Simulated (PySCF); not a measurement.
# Br: electron affinity

Br- [Kr] (1S) → Br [Ar] 3d10 4s2 4p5 (2P), as a difference of total energies. Computed with PySCF 2.14 in aug-cc-pVDZ-DK (6s5p3d, 36 functions), with scalar relativity by spin-free X2C-1e. Correlated levels: valence: [Ar] 3d10 frozen. The calculations carry no spin-orbit coupling.

```tsv
method	electron affinity (eV)
UHF	2.440
MP2 (valence)	3.335
SCS-MP2 (valence)	3.259
CCSD (valence)	3.224
CCSD(T) (valence)	3.263
CCSDT (valence)	3.264
```

Problem. How much does correlation contribute at CCSD(T) (valence)?

Solution. 3.263 − (2.440) = 0.823 eV, measured against UHF.

A first-order spin-orbit estimate (lowest level to lowest level, LS coupling) adds -0.146 eV.

Errors of the correlated levels include the incompleteness of this basis and the frozen core.

For comparison: 3.364 eV (measured; photodetachment measurements, as compiled on the Wikipedia data page of electron affinities).
